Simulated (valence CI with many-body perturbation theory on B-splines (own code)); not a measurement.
Questions on Er LXII

Calculated by relativistic CI+MBPT: five valence electrons over a frozen Dirac-Fock core [He], radial functions for each j: 9 s, 9 p, 8 d, 6 f, 3 g, 1 h, with the one-electron correlation potential Σ1 (screened to all orders), the two-electron term Σ2, the three-electron term Σ3, Breit, model QED; selected single and double excitations, second order for the rest (own B-spline code, finite nucleus).

No measured spectrum was set against this ion. As an estimate, large intervals hold to a few tenths of a per cent, small ones and those within an open d or f shell to about a per cent. Among the levels kept, up to 1100 cm⁻¹ of a level comes from second order outside the variational space, and about a tenth of that is noise between levels of different J, which matters for small intervals.

Levels are named by their leading jj configuration (3d3/2^4 stands for four electrons in 3d with j = 3/2), which in mixed levels can hold well under half, so a name can repeat and another be missing.

Rates and lifetimes use the calculated energies. Strong lines usually hold to 10 to 20 %, long lifetimes can be off by a factor of two.

(1) What is the ground level?

(2) What is the ionisation energy?

(3) Among levels below 74113 × 10³ cm⁻¹, which E1 lines absorb most strongly from the ground level?

(4) Where does the other parity begin?

(5) What are the static dipole polarisabilities of the lowest levels?

(6) Name the longest-lived excited levels whose lifetime is computed, and their main decay.

(7) How well does LS coupling describe the low levels?

Results:

(1) (2s^2 2p1/2^2 2p3/2) J=3/2, composition 48 % 2s²2p³ ²P° + 27 % 2s²2p³ ²D° + 24 % 2s²2p³ ⁴S°, g = 1.323.

(2) 13855 eV; NIST lists 13855 ± 12 eV (theoretical).

(3) to (2s^2 2p1/2^2 3d5/2) J=5/2 at 0.1557 nm, f = 0.546; to (2s^2 2p1/2 2p3/2 3d3/2) J=5/2 at 0.1399 nm, f = 0.502; to (2s^2 2p1/2 2p3/2 3d3/2) J=3/2 at 0.1398 nm, f = 0.280.

(4) At (2s 2p1/2^2 2p3/2^2) J=5/2, 10002 × 10³ cm⁻¹.

(5) (2s^2 2p1/2^2 2p3/2) J=3/2 0.000109 (tensor 2.2e-05) bohr³, of which the core gives 3.25e-07.

(6) (2s^2 2p1/2 2p3/2^2) J=5/2 at 7733.7 × 10³ cm⁻¹ lives 750 ps, mostly by M1 to (2s^2 2p1/2^2 2p3/2) J=3/2; (2s^2 2p1/2 2p3/2^2) J=1/2 at 8101.6 × 10³ cm⁻¹ lives 223 ps, mostly by M1 to (2s^2 2p1/2^2 2p3/2) J=3/2; (2s^2 2p1/2 2p3/2^2) J=3/2 at 7550.6 × 10³ cm⁻¹ lives 128 ps, mostly by M1 to (2s^2 2p1/2^2 2p3/2) J=3/2.

(7) Among the lowest 20 levels the leading LS term, summed over configurations, holds 63 % on average. For single configurations the figures are 63 % in LS and 100 % in jj coupling. Terms mix most in the J = 3/2 level at 62887 × 10³ cm⁻¹, where the leading one holds 34 %.
